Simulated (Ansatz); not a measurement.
`[OH][GaH][Cl]` + H₂S → `[SH][GaH][Cl]` + H₂O at 600 K and 1 bar (ligand exchange at a Ga–O bond).

Isolated molecules relaxed with PBE0-D4/def2-TZVP in Ansatz; ΔE leaves out vibrations. CBS: MP2 limit from def2 TZ/QZ plus the TZ coupled-cluster correction, frozen cores. This one scheme is used for every species. For Ga outer-core shells are correlated without core-valence functions, which leaves a few kJ/mol of doubt a bond. Scalar relativity is left out up to krypton. One conformer a species, not always the lowest.

| species | CCSD(T)/CBS energy (Eh) | H − E (kJ/mol) | S (J/(mol·K)) |
| --- | --- | --- | --- |
| `[OH][GaH][Cl]` | -2460.17745 | 95.8 | 354.0 |
| H₂S | -398.97279 | 60.8 | 230.9 |
| `[SH][GaH][Cl]` | -2782.78263 | 87.0 | 371.4 |
| H₂O | -76.37941 | 76.8 | 212.8 |

H − E and S are ideal-gas, rigid-rotor, harmonic terms from PBE0-D4/def2-TZVP, for one conformer and one mirror image of each species. 1 Eh = 2625.50 kJ/mol, R = 8.31446 J/(mol·K).

By hand: ΔE, ΔH, ΔS and ΔG.

ΔE = (-2782.78263) + (-76.37941) − (-2460.17745) − (-398.97279) = -0.01180 Eh = -31.0 kJ/mol. Δ(H − E) = 87.0 + 76.8 − 95.8 − 60.8 = 7.2, so ΔH = -23.8 kJ/mol. ΔS = 371.4 + 212.8 − 354.0 − 230.9 = -0.7 J/(mol·K). ΔG = -23.8 − 600 × (-0.7)/1000 = -23.4 kJ/mol.

By hand: the equilibrium constant, and the temperature at which ΔG would vanish if ΔH and ΔS stayed fixed.

log₁₀ K = −ΔG/(RT ln 10) = 2.0. ΔG = 0 at ΔH/ΔS = 34000 K, far beyond where these terms or the molecules hold.

The number of gas molecules stays the same, so ΔS is small and ΔH decides. A doubt of 5 kJ/mol in ΔE shifts log₁₀ K by 0.4 here. Other conformers and mirror images would add mixing entropy, several J/(mol·K) or more a flexible species. These are equilibria of isolated gas molecules and say nothing of rates. Largest T1 diagnostic: 0.013 (customary marks: 0.02 for closed shells, 0.045 for open ones).
